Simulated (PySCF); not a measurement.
Isomers of C4H8F3P.

All values: PBE0/pcSseg-1 (PySCF) at GFN2-xTB geometries, gas phase, one conformer each.

(1) Rank by LUMO energy, highest first.
A. `[CH3:1][P:2]([CH3:3])[CH2:4][C:5]([F:6])([F:7])[F:8]` with C1–P2–C4–C5 -86°
B. `[CH3:1][CH2:2][P:3]([CH3:4])[C:5]([F:6])([F:7])[F:8]` with C1–C2–P3–C4 -81°
C. `[CH3:1][CH2:2][PH:3][CH2:4][C:5]([F:6])([F:7])[F:8]` with C1–C2–P3–C4 -46°, C2–P3–C4–C5 -76°

Results:

(1) A (0.93 eV), C (0.61 eV), B (0.37 eV).

All values together:

```csv
SMILES,μ (D),HOMO (eV),LUMO (eV),lowest IAO charge (e),highest IAO charge (e),lowest Hirshfeld charge (e),highest Hirshfeld charge (e)
CPCCC(F)(F)F,2.23,-7.21,0.55,-0.605 (C),+0.810 (C),-0.162 (C),+0.262 (C)
CP(C)CC(F)(F)F,3.17,-7.03,0.93,-0.613 (C),+0.809 (C),-0.170 (C),+0.254 (C)
CCPCC(F)(F)F,2.68,-7.25,0.61,-0.489 (C),+0.808 (C),-0.141 (C),+0.256 (C)
CCP(C)C(F)(F)F,2.65,-7.47,0.37,-0.617 (C),+0.623 (C),-0.168 (C),+0.208 (C)
```

Conformers: `[CH3:1][PH:2][CH2:3][CH2:4][C:5]([F:6])([F:7])[F:8]` with C1–P2–C3–C4 -171°, P2–C3–C4–C5 -178°; `[CH3:1][P:2]([CH3:3])[CH2:4][C:5]([F:6])([F:7])[F:8]` with C1–P2–C4–C5 -86°; `[CH3:1][CH2:2][PH:3][CH2:4][C:5]([F:6])([F:7])[F:8]` with C1–C2–P3–C4 -46°, C2–P3–C4–C5 -76°; `[CH3:1][CH2:2][P:3]([CH3:4])[C:5]([F:6])([F:7])[F:8]` with C1–C2–P3–C4 -81°.
